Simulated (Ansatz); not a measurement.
Geometry optimisation, RHF/def2-SVP in Ansatz 0.2.0.

Input file:

```yaml
crystal:
  periodic: [false, false, false]
  atoms:
    - { symbol: B, position_ang: [0.142947, -0.517158, -0.452478] }
    - { symbol: F, position_ang: [-0.022647, 0.059727, 2.002258] }
    - { symbol: Cl, position_ang: [1.588295, 0.410837, -0.81781] }
    - { symbol: F, position_ang: [-1.031807, -0.058743, -0.80173] }
    - { symbol: O, position_ang: [0.258503, -1.76733, 0.095711] }
    - { symbol: H, position_ang: [-0.574135, -2.21675, 0.155172] }
    - { symbol: H, position_ang: [0.420744, -0.733683, 2.045077] }
basis:
  gaussian: { orbitals: def2-SVP }
hamiltonian:
  xc: hf
relax:
  f_tol: 0.03
  max_steps: 50
```

Run as:

```bash
$ ansatz run input.yaml --threads 1 --pin off --max-ram 2048MiB --backend cpu --events-out ev --progress --plain --runs-dir out
```

Question: Where does it end, and by what steps?

Answer: It converged. The force dipped under the threshold on the way, but the program's further checks kept it going. After 36 steps the energy has fallen by 0.126 eV; F4 moved furthest, 1.51 Å.

```csv
step,energy less start (eV),largest force component (eV/Å),accepted
0,0.0000,1.141,yes
2,-0.0532,0.687,yes
4,-0.0651,0.204,yes
6,-0.0682,0.121,yes
8,-0.0695,0.209,yes
10,-0.0726,0.387,yes
12,-0.0809,0.048,yes
14,-0.0450,1.452,no
16,-0.0872,0.096,yes
18,-0.0898,0.084,yes
20,-0.0950,0.268,yes
22,-0.1106,0.094,yes
24,-0.1201,0.151,yes
26,-0.1228,0.035,yes
28,-0.1221,0.156,no
30,-0.1246,0.102,yes
32,-0.1254,0.066,yes
34,-0.1258,0.051,yes
36,-0.1259,0.010,yes
```

```xyz
7
Properties=species:S:1:pos:R:3
B 0.098 -0.521 -0.826
F 0.567 -0.659 3.038
Cl 1.322 0.726 -0.947
F -0.504 -0.949 -1.906
O -0.221 -1.035 0.371
H -0.891 -1.705 0.351
H 0.410 -0.680 2.146
```

Whether the end is a true minimum wasn't checked by a vibrational analysis.

Run time: 57 s on 1 thread of Arm Neoverse V2 (shared host), peak memory 0.15 GiB.
